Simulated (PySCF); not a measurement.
A side-by-side comparison of computed properties.

First species: C5H15NOSi.
SMILES: `C(C)(C)O[SiH2]N(C)C`

Second species: C5H15NOSi.
SMILES: `CC[C@@H](C)[Si@@H](O)NC`

Levels: B3LYP/def2-SVPD for dipole moment, HOMO energy, LUMO energy, HOMO–LUMO gap, static isotropic polarisability and electronic spatial extent ⟨r²⟩ about the centre of nuclear charge; TDDFT B3LYP/def2-SVPD for lowest singlet excitation; TDA B3LYP/def2-SVPD for lowest triplet excitation (Tamm–Dancoff); ΔSCF B3LYP/def2-SVPD for vertical ionisation energy; PBE0-D3(BJ)/def2-SVP for rotational constant A and rotational constant C. Geometries: PBE0-D3(BJ)/def2-SVP. Each structure is a single optimised conformer of the isolated species, non-relativistic unless stated; the electronic structure was computed with PySCF and density fitting.

Dipoles, sizes and rotational constants follow the conformer. The torsions of the flexible species, by atom-mapped SMILES:
- `[CH3:1][CH:2]([CH3:3])[O:4][SiH2:5][N:6]([CH3:7])[CH3:8]`: C1–C2–O4–Si5 -146°, C2–O4–Si5–N6 -65°, O4–Si5–N6–C7 93°
- `[CH3:1][CH2:2][C@@H:3]([CH3:4])[Si@@H:5]([OH:6])[NH:7][CH3:8]`: C1–C2–C3–C4 64°, C2–C3–Si5–O6 -60°, C3–Si5–N7–C8 -176°, H–O6–Si5–C3 68°

Q: Which of the two has the higher rotational constant C, and by how much?

A: The first: 0.867 GHz against 0.821 GHz, a difference of 0.046 GHz.

Q: Which of the two has the higher vertical ionisation energy, and by how much?

A: The second: 8.71 eV against 8.33 eV, a difference of 0.38 eV.

Q: Which has the higher ⟨r²⟩?

A: The second: 1588 bohr² against 1531 bohr², a difference of 57 bohr².

Q: Which has the higher HOMO energy?

A: The first: -6.28 eV against -6.56 eV, a difference of 0.28 eV.

Q: Which of the two has the higher HOMO–LUMO gap, and by how much?

A: The second: 6.62 eV against 6.54 eV, a difference of 0.08 eV.

Q: Which of the two has the higher static isotropic polarisability, and by how much?

A: The first: 102.1 au against 101.2 au, a difference of 0.9 au.

Q: Which of the two has the higher dipole moment, and by how much?

A: The second: 2.18 D against 1.58 D, a difference of 0.60 D.

Q: Which has the higher LUMO energy?

A: The first: 0.26 eV against 0.06 eV, a difference of 0.20 eV.

On the first: The vertical singlet–triplet gap S1 − T1 is 0.10 eV (TDDFT singlet less Tamm–Dancoff triplet; S1: HOMO→LUMO, weight 0.94; T1: HOMO→LUMO, weight 0.94). In wavenumbers S1 is 45500 cm⁻¹ (1 eV = 8065.54 cm⁻¹).

On the second: No computed singlet falls in the visible range (750 to 380 nm, 1.65 to 3.26 eV); S1 lies 2.45 eV above its blue end. In wavenumbers S1 is 46100 cm⁻¹ (1 eV = 8065.54 cm⁻¹).
